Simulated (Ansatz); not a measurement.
`[CH3][Mg][F]` + HBr → `[F][Mg][Br]` + CH₄ at 700 K and 1 bar (ligand exchange at a Mg–C bond).

Program: Ansatz. Geometries: PBE0-D4/def2-TZVP. ΔE: electronic, gas phase. CCSD(T)/CBS is the MP2 limit (def2-TZVPP, def2-QZVPP) plus CCSD(T) − MP2 in def2-TZVPP, frozen cores. This one scheme is used for every species. For Br, Mg outer-core shells are correlated without core-valence functions, which leaves a few kJ/mol of doubt a bond. Scalar relativity is left out up to krypton.

```
       species  CCSD(T)/CBS energy (Eh)  H − E (kJ/mol)  S (J/(mol·K))
`[CH3][Mg][F]`               -339.61123           144.4          346.8
           HBr              -2573.91920            36.5          223.7
 `[F][Mg][Br]`              -2873.15166            45.1          326.4
           CH₄                -40.46206           145.9          224.0
```

H − E and S are ideal-gas, rigid-rotor, harmonic terms from PBE0-D4/def2-TZVP. 1 Eh = 2625.50 kJ/mol, R = 8.31446 J/(mol·K).

**Question.** By hand: ΔE, ΔH, ΔS and ΔG.

**Answer.** ΔE = (-2873.15166) + (-40.46206) − (-339.61123) − (-2573.91920) = -0.08329 Eh = -218.7 kJ/mol. Δ(H − E) = 45.1 + 145.9 − 144.4 − 36.5 = 10.1, so ΔH = -208.6 kJ/mol. ΔS = 326.4 + 224.0 − 346.8 − 223.7 = -20.1 J/(mol·K). ΔG = -208.6 − 700 × (-20.1)/1000 = -194.5 kJ/mol.

**Question.** By hand: the equilibrium constant, and the temperature at which ΔG would vanish if ΔH and ΔS stayed fixed.

**Answer.** log₁₀ K = −ΔG/(RT ln 10) = 14.5. ΔG = 0 at ΔH/ΔS = 10378 K, far beyond where these terms or the molecules hold.

ΔH outweighs TΔS. A doubt of 5 kJ/mol in ΔE shifts log₁₀ K by 0.4 here. These are equilibria of isolated gas molecules and say nothing of rates. Largest T1 diagnostic: 0.010 (customary marks: 0.02 for closed shells, 0.045 for open ones).
